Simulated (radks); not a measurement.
The numbers below are computed, except where a source is named.
Task: Species: S2+. Configuration: [Ne] 3s1 3p3 (not the ground configuration). Level of theory: scalar-relativistic Kohn-Sham, LDA (Slater exchange, Perdew-Wang correlation), spin-polarised, spherical densities, point nucleus; open shells are filled with parallel spins first (a radial shooting solver on a logarithmic mesh with Libxc functionals). Some entries of the table are withheld. Estimate them.

orbital,occ.,eigenvalue (eV),<r> (bohr),<1/r> (bohr^-1)
1s up,1,-2424.449,0.09715,15.62
1s down,1,-2423.581,0.09714,15.62
2s up,1,-237.5236,0.4809,3.056
2s down,1,-236.5148,0.4797,3.059
2p up,3,-183.3603,0.4431,2.958
2p down,3,-182.1871,0.4416,2.962
3s up,1,-41.6267,1.560,0.8862
3s down,0,-35.3314,1.590,0.8761
3p up,3,-30.1216,(1),0.7835
3p down,0,-24.2040,(2),0.7526

Result: 
(1) 3p up <r> (bohr): 1.728
(2) 3p down <r> (bohr): 1.818
